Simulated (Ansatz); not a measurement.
`[F][AlH][CH2][GeH3]` + CH₃OH → `CO[CH2][GeH3]` + `[F][AlH2]` at 500 K and 1 bar (substitution at a C–Al bond).

Computed with Ansatz on PBE0-D4/def2-TZVP structures; ΔE is electronic, products minus reactants. CBS: MP2 limit from def2 TZ/QZ plus the TZ coupled-cluster correction, frozen cores. This one scheme is used for every species. For Ge outer-core shells are correlated without core-valence functions, which leaves a few kJ/mol of doubt a bond. Scalar relativity is left out up to krypton. One conformer a species, not always the lowest.

| species | CCSD(T)/CBS energy (Eh) | H − E (kJ/mol) | S (J/(mol·K)) |
| --- | --- | --- | --- |
| `[F][AlH][CH2][GeH3]` | -2459.65666 | 202.9 | 435.1 |
| CH₃OH | -115.61712 | 157.0 | 265.4 |
| `CO[CH2][GeH3]` | -2232.16597 | 289.2 | 403.2 |
| `[F][AlH2]` | -343.06661 | 62.3 | 268.8 |

H − E and S are ideal-gas, rigid-rotor, harmonic terms from PBE0-D4/def2-TZVP, for one conformer and one mirror image of each species. 1 Eh = 2625.50 kJ/mol, R = 8.31446 J/(mol·K).

Problem. By hand: ΔE, ΔH, ΔS and ΔG.

Solution. ΔE = (-2232.16597) + (-343.06661) − (-2459.65666) − (-115.61712) = 0.04120 Eh = 108.2 kJ/mol. Δ(H − E) = 289.2 + 62.3 − 202.9 − 157.0 = -8.4, so ΔH = 99.8 kJ/mol. ΔS = 403.2 + 268.8 − 435.1 − 265.4 = -28.5 J/(mol·K). ΔG = 99.8 − 500 × (-28.5)/1000 = 114.0 kJ/mol.

Problem. By hand: the equilibrium constant, and the temperature at which ΔG would vanish if ΔH and ΔS stayed fixed.

Solution. log₁₀ K = −ΔG/(RT ln 10) = -11.9. ΔH and −TΔS have one sign here, so there is no such temperature.

ΔH outweighs TΔS. A doubt of 5 kJ/mol in ΔE shifts log₁₀ K by 0.5 here. Other conformers and mirror images would add mixing entropy, several J/(mol·K) or more a flexible species. Modes under 60 cm⁻¹, often nearly free rotors, make the harmonic entropy too high. These are equilibria of isolated gas molecules and say nothing of rates. Largest T1 diagnostic: 0.012 (customary marks: 0.02 for closed shells, 0.045 for open ones).
